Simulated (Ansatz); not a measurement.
H2OSe (SMILES O[SeH]) moved off its minimum; all values from Ansatz (a quantum-chemistry and plane-wave program), cores frozen in correlated methods.
(charge 0, multiplicity 1)
```xyz
4

Se    -0.23896    -0.09427     0.28129
H     -1.29527    -0.38330    -0.67471
O      1.06202     0.15097    -1.00101
H      1.02159     1.12222    -1.22750
```

Forces at r2SCAN/def2-TZVPP (eV/Å):

| atom | Fx | Fy | Fz |
|---|---|---|---|
| Se1 | 0.729 | 0.188 | -0.165 |
| H2 | -0.421 | -0.121 | -0.248 |
| O3 | -0.365 | 1.431 | 0.035 |
| H4 | 0.057 | -1.498 | 0.379 |

**Question.** Give the forces (eV/Å), the total energy and the dipole at CCSD(T)/aug-cc-pVTZ.

**Answer.** 
```json
[
 {"atom": "Se1", "Fx": "0.682", "Fy": "0.152", "Fz": "-0.076"},
 {"atom": "H2", "Fx": "-0.423", "Fy": "-0.121", "Fz": "-0.267"},
 {"atom": "O3", "Fx": "-0.349", "Fy": "1.436", "Fz": "0.008"},
 {"atom": "H4", "Fx": "0.090", "Fy": "-1.467", "Fz": "0.336"}
]
```
Energy -2476.3673 hartree, dipole 1.54 D.
